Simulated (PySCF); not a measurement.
SMILES NC#CC(F)(F)F, C₃H₂F₃N

Geometry (Å), atoms numbered from 1 in this order:
```xyz
9

N     2.2393   -0.0574   -0.7043
C     0.9236   -0.0235   -0.5106
C    -0.2706   -0.0257   -0.3740
C    -1.7104   -0.0388   -0.2167
F    -2.3359    0.1978   -1.3786
F    -2.1408   -1.2231    0.2387
F    -2.1456    0.8902    0.6498
H     2.7932   -0.4701    0.0297
H     2.6546    0.7597   -1.1234
```

Computed with quadratic response CAM-B3LYP/def2-TZVPD first hyperpolarisability, Taylor convention, gas phase in PySCF. Geometry: PBE0-D3(BJ)/def2-TZVP.

(1) Give the tensor of the static β(0;0,0) in the axes of these coordinates.

Answers

(1) In au, Taylor convention; rows are the first index (the induced dipole):
```
      xx     yy     zz     xy     xz    yz
x  +94.0  -18.0  -16.5   -5.7  -20.9  +1.3
y   -5.7   -9.3   +2.7  -18.0   +1.3  +6.9
z  -20.9   +6.9   -4.8   +1.3  -16.5  +2.7
```
Norm of βᵢ = ⅓ Σⱼ (βᵢⱼⱼ + βⱼᵢⱼ + βⱼⱼᵢ): 63.7 au, hyper-Rayleigh value 38.5 au.
